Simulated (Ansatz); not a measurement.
Consider the cleavage of the Ge–B bond: `F[BH][GeH2][SH]` + H–F → `[F][GeH2][SH]` + `BF`.

Program: Ansatz. Geometries: PBE0-D4/def2-TZVP. ΔE: electronic, gas phase. CBS: MP2 limit from def2 TZ/QZ plus the TZ coupled-cluster correction, frozen cores. This one scheme is used for every species. Functionals use def2-TZVPP. B3LYP here is the variant with VWN-RPA as its local correlation; programs differ in this. HSE06 is defined as in plane-wave codes. For Ge outer-core shells are correlated without core-valence functions, which leaves a few kJ/mol of doubt a bond. Scalar relativity is left out up to krypton. Each species was taken in one conformer, which may not be the lowest.

| level | ΔE (kcal/mol) | difference from CCSD(T)/CBS |
| --- | --- | --- |
| LDA (SPW92) | -14.2 | 3.0 |
| PBE-D4 | -15.7 | 1.5 |
| revPBE-D4 | -15.7 | 1.5 |
| BLYP-D4 | -19.1 | -1.9 |
| B97M-V | -20.7 | -3.5 |
| PBE0-D4 | -16.3 | 0.9 |
| B3LYP-D4 | -19.4 | -2.2 |
| r2SCANh-D4 | -18.8 | -1.6 |
| r2SCAN0-D4 | -18.6 | -1.4 |
| HSE06-D4 | -16.2 | 1.0 |
| BHLYP-D4 | -20.9 | -3.7 |
| CAM-B3LYP-D4 | -21.0 | -3.8 |
| ωB97X-V | -20.4 | -3.2 |
| ωB97M-V | -19.7 | -2.5 |
| PBE-QIDH | -18.2 | -1.0 |
| PBE | -16.6 | 0.6 |
| revPBE | -17.1 | 0.1 |
| BLYP | -20.7 | -3.5 |
| r2SCAN | -19.2 | -2.0 |
| PBE0 | -17.0 | 0.2 |
| B3LYP | -20.8 | -3.6 |
| r2SCANh | -19.0 | -1.8 |
| r2SCAN0 | -18.9 | -1.7 |
| HSE06 | -16.9 | 0.3 |
| BHLYP | -22.3 | -5.1 |
| CAM-B3LYP | -21.8 | -4.6 |
| LC-ωPBE | -19.2 | -2.0 |
| RPA@PBE/def2-TZVPP | -18.8 | -1.6 |
| HF/def2-SVP | -26.0 | -8.8 |
| MP2/def2-SVP | -23.5 | -6.3 |
| CCSD/def2-SVP | -22.8 | -5.6 |
| CCSD(T)/def2-SVP | -22.4 | -5.2 |
| HF/def2-TZVPP | -25.7 | -8.5 |
| MP2/def2-TZVPP | -19.0 | -1.8 |
| SCS-MP2/def2-TZVPP | -20.9 | -3.7 |
| CCSD/def2-TZVPP | -18.9 | -1.7 |
| MP2/def2-QZVPP | -18.6 | -1.4 |
| SCS-MP2/def2-QZVPP | -20.6 | -3.4 |
| MP2/CBS(def2) | -17.9 | -0.7 |
| CCSD/CBS(def2) | -17.8 | -0.6 |
| CCSD(T)/CBS | -17.2 | 0 |

Largest T1 diagnostic among the species: 0.013.

The D4 term adds +1.4 kcal/mol with B3LYP and +0.8 kcal/mol with PBE0; it sums over pairs of atoms, weighted by their polarisabilities, and B3LYP, whose exchange is more repulsive, gets the larger term. In def2-TZVPP, CCSD(T) changes the Hartree–Fock value by +7.4 kcal/mol (the triples alone add +0.6 kcal/mol) and MP2 by +6.7 kcal/mol.
